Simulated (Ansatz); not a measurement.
```yaml
crystal:
  periodic: [true, true, true]
  atoms:
    - {symbol: F, position_ang: [-0.465612, 2.531371, 0.114000]}
    - {symbol: C, position_ang: [-0.140943, 1.282878, -0.238823]}
    - {symbol: C, position_ang: [-0.214132, 0.246559, 0.585996]}
    - {symbol: Al, position_ang: [0.291762, -1.488316, -0.083734]}
    - {symbol: H, position_ang: [0.182607, 1.251481, -1.276284]}
    - {symbol: H, position_ang: [-0.560213, 0.455943, 1.596260]}
    - {symbol: H, position_ang: [0.768774, -1.565111, -1.595499]}
    - {symbol: H, position_ang: [0.229958, -2.771905, 0.842284]}
basis:
  gaussian: {orbitals: def2-mTZVP, final_grid: {core_spheres: 20, valence_spheres: 16, degree: 47}}
hamiltonian: {xc: {name: revPBE}, dispersion: d3bjatm}
scf: {lower_state_search: light}
output: {forces: true}
```

```sh
$ ansatz run in.yaml --threads 2 --pin off --events-out ev --progress --plain --max-ram 4352MiB
```

(1) How does Ansatz answer? (Best estimate.)

## Answers

(1) Computed: The program refused the input.
```
Error: YAML parse error: error: line 2 column 3: crystal: missing field `lattice` (a structure is typed as `lattice` and `atoms`, a molecule's as `atoms` in Å alone, or read from a run's directory, `checkpoint`)
 --> <input>:2:3
1 | crystal:
2 |   periodic: [true, true, true]
3 |   atoms:
4 |     - {symbol: F, position_ang: [-0.465612, 2.531371, 0.114000]}
```
